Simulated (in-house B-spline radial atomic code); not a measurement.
A fraction x of an electron is added to 4d in neutral zirconium, starting from [Kr] 4d2 5s2 and keeping the highest spin. Method: scalar-relativistic (X2C) OLYP, spin-polarised, spherical fractional occupations, Fermi nucleus of rms radius 4.2694 fm. Calculated with a radial B-spline atomic code at the basis-set limit.

| x | E(x) - E(0) (eV) | 4d up level (eV) |
| --- | --- | --- |
| 0 | 0.0000 | -4.007 |
| 0.1 | -0.3643 | -3.284 |
| 0.2 | ? | ? |
| 0.3 | -0.8826 | -1.918 |
| 0.4 | -1.0422 | -1.279 |
| 0.5 | ? | ? |
| 0.6 | -1.1784 | -0.108 |

(1) What belongs in the row x = 0.2?

(2) What belongs in the row x = 0.5?

(3) Check Janak's theorem between x = 0.3 and 0.4.

(4) Up to what added charge does this functional bind the extra electron?

Results:

(1) An energy change of -0.6576 eV; 4d up at -2.587 eV.

(2) An energy change of -1.1396 eV; 4d up at -0.674 eV.

(3) The slope of the energy is -1.60 eV; the orbital levels give -1.60 eV (ε of the filling orbital, averaged over the two points).

(4) The highest level rises by about 5.7 eV per electron near x = 0.6 and would reach zero near x = 0.62, so a whole extra electron isn't bound at the basis-set limit.
